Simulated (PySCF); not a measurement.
Correlation energy of Ir(2+) (iridium, charge +2)

[Xe] 4f14 5d7, high-spin 4F determinant. Calculation: PySCF 2.14, in def2-QZVPPD with the def2 core potential (60 electrons) (7s5p4d4f2g, 88 functions); a scalar-relativistic core potential. Frozen: 5s2 5p6; 7 electrons correlated.

```csv
level,correlation energy (mhartree)
CCSD,-152.67
(T),-4.55
CCSD(T),-157.22
```

Diagnostics: T1 = 0.0021, D1 = 0.0040, largest double amplitude 0.043.

Spin-orbit coupling, absent here, splits the open shell strongly.

Cost of the coupled-cluster step: of the order of 40 core-seconds, for 7 correlated electrons.
